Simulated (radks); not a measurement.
Task: The chlorine ion Cl+, 16 electrons, occupied as [Ne] 3s2 3p4 (the NIST ground configuration). Calculated with a radial shooting solver on a logarithmic mesh with Libxc functionals: scalar-relativistic Kohn-Sham, LDA (Slater exchange, Perdew-Wang correlation), spin-polarised, spherical densities, point nucleus; open shells are filled with parallel spins first. Some entries of the table are withheld. Estimate them.

orbital,occ.,eigenvalue (eV),<1/r> (bohr^-1)
1s up,1,-2755.036,16.63
1s down,1,-2754.633,16.63
2s up,1,-264.5893,3.297
2s down,1,-264.1525,3.298
2p up,3,(1),3.203
2p down,3,(2),3.204
3s up,1,-32.9106,0.9343
3s down,1,-30.8732,0.9281
3p up,3,-20.2926,(3)
3p down,1,-18.4209,(4)

Result: 
(1) 2p up eigenvalue (eV): -204.5756
(2) 2p down eigenvalue (eV): -204.0339
(3) 3p up <1/r> (bohr^-1): 0.8056
(4) 3p down <1/r> (bohr^-1): 0.7915
